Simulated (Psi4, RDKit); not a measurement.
Torsional profile of C5H6SSe, SMILES Cc1ccc([SeH])s1, singlet. Scanned: dihedral S7–C5–Se6–H13; all other coordinates were relaxed at GFN2-xTB. Points at φ and −φ are mirror images. Heavy atoms are numbered in the order of the SMILES Cc1ccc([SeH])s1, hydrogens after them in the order of the atoms that carry them; the mirror image has the same energies with the sign of each dihedral reversed.

- PBE/def2-SVP // GFN2-xTB (Psi4)
- UFF // GFN2-xTB (RDKit)
- MP2/cc-pVTZ = DF-MP2 (frozen core)/cc-pVTZ // GFN2-xTB in Psi4

Energies relative to the lowest point of each profile, in eV:

```
φ / °  PBE/def2-SVP    UFF
-----  ------------  -----
-160          0.084  0.259
-140          0.063  0.167
-100          0.009  0.000
-60           0.011  0.083
-40           0.036  0.174
-20           0.063  0.247
0             0.074  0.275
20            0.063  0.247
80            0.000  0.011
100           0.009  0.000
160           0.084  0.259
180           0.092  0.296
```

Q: What does MP2/cc-pVTZ give at the same points?

A: -160: 0.092; -140: 0.067; -100: 0.007; -60: 0.015; -40: 0.045; -20: 0.076; 0: 0.089; 20: 0.076; 80: 0.000; 100: 0.007; 160: 0.092; 180: 0.101 (eV).
